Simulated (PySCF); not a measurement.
Molecule: `CC=C=CC(=O)C(F)(F)F`, C₆H₅F₃O.

Cartesian coordinates in Å; atom numbers follow the order of the lines, from 1:
```xyz
15

C    -2.233   -0.544    0.999
C    -1.142   -1.128    0.157
C    -0.423   -0.472   -0.688
C     0.318    0.204   -1.538
C     1.564    0.852   -1.176
O     2.289    1.463   -1.917
C     1.935    0.720    0.334
F     0.999    1.279    1.122
F     3.093    1.310    0.619
F     2.038   -0.565    0.717
H    -2.306    0.529    0.851
H    -2.027   -0.747    2.048
H    -3.183   -1.011    0.741
H    -0.959   -2.188    0.285
H     0.032    0.306   -2.577
```

Frames of a GFN2-xTB Langevin trajectory at 300 K; GIAO PBE0/pcSseg-1 shieldings in PySCF, gas phase, non-relativistic; equivalent atoms averaged within each frame.

Chemical shifts δ = σref − σ; ¹³C (186.93 ppm) and ¹H (31.72 ppm) against TMS; H2O for ¹⁷O (336.08 ppm); ¹⁹F (170.95 ppm) against CFCl3, all at this level. The references are static minima.

Task: How do the shifts (ppm) fluctuate along the trajectory?

Result: 
| time (fs) | C3 | C5 | C7 | C2 | C4 | C1 | O6 | F8/F9/F10 | H14 | H15 |
| --- | --- | --- | --- | --- | --- | --- | --- | --- | --- | --- |
| 250 | 238.8 | 187.6 | 127.2 | 100.5 | 94.0 | 11.8 | 678.0 | -80.1 | 6.54 | 6.36 |
| 425 | 243.8 | 177.6 | 130.4 | 101.8 | 97.2 | 14.9 | 606.8 | -79.2 | 6.44 | 6.30 |
| 625 | 239.7 | 183.9 | 129.3 | 101.3 | 94.0 | 13.4 | 658.8 | -70.3 | 6.26 | 6.21 |
| 800 | 223.6 | 193.2 | 121.5 | 93.6 | 97.3 | 12.4 | 630.0 | -98.9 | 6.16 | 6.45 |
| 1000 | 234.3 | 192.0 | 134.8 | 101.6 | 94.6 | 19.6 | 692.4 | -62.0 | 7.44 | 6.18 |
| mean of frames | 236.0 | 186.8 | 128.6 | 99.8 | 95.4 | 14.4 | 653.2 | -78.1 | 6.57 | 6.30 |
| standard deviation | 7.7 | 6.4 | 4.9 | 3.5 | 1.7 | 3.1 | 34.9 | 13.8 | 0.51 | 0.11 |

5 frames give an uncertainty of the mean of about the standard deviation over 2.2 at best, since frames this close in time may not be independent; classical motion lacks zero-point vibration, and the reference would need the same averaging.
